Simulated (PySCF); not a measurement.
hydrogen telluride (H2Te), SMILES [TeH2].

The structure is a stationary point at PBE0-D3(BJ)/def2-TZVPD. The def2 effective core potentials stand for the cores of Te; spin–orbit coupling is left out.

Method: PBE0/def2-TZVPD run with PySCF.

Symmetry labels are those of the subgroup C2v that the program uses (full group C2v).

Task: List the valence orbital energies around the gap with their symmetry. (Estimate from the structure and the level; the computed values follow.)

Result: 
| orbital | symmetry | energy (eV) |
|---|---|---|
| HOMO−7 | A1 | -44.25 |
| HOMO−6 | A2 | -44.04 |
| HOMO−5 | B1 | -43.95 |
| HOMO−4 | A1 | -43.93 |
| HOMO−3 | A1 | -18.05 |
| HOMO−2 | B2 | -10.88 |
| HOMO−1 | A1 | -9.47 |
| HOMO | B1 | -6.59 |
| LUMO | B2 | -0.77 |
| LUMO+1 | A1 | -0.33 |
| LUMO+2 | B2 | 0.71 |
| LUMO+3 | A1 | 0.75 |
